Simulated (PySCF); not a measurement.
Working with the constants of KLi⁻

ROHF-SCS-MP2 constants of KLi⁻, ²Σ⁺ (doublet), unpaired electrons σ ↑ (PySCF, spin-free X2C with a Gaussian nucleus, basis sets K aug-cc-pVDZ-X2C, Li aug-cc-pVDZ-DK; masses 38.9637 and 7.0160 u):

| Quantity | Value |
| --- | --- |
| ωe | 142.1 cm⁻¹ |
| ωexe | 1.15 cm⁻¹ |
| Be | 0.20442 cm⁻¹ |
| αe | 0.00235 cm⁻¹ |

Problem. What force constant and bond length do these constants imply?

Solution. Reduced mass μred = 5.9454 u; k = 5.8918×10⁻⁷·μred·ωe² (u, cm⁻¹, mdyn/Å) = 0.0707 mdyn/Å; Re = √(16.8576/(μred·Be)) (u, cm⁻¹, Å) = 3.724 Å.

Problem. Estimate the centrifugal constant D from the Kratzer relation and find the Dunham coefficient a1.

Solution. D = 4Be³/ωe² = 1.69e-06 cm⁻¹; a1 = −1 − αeωe/(6Be²) = -2.33.

Correlated steps freeze 5 core orbitals. The state is the lowest determinant that a PBE0 search found; another state may lie lower at other levels.
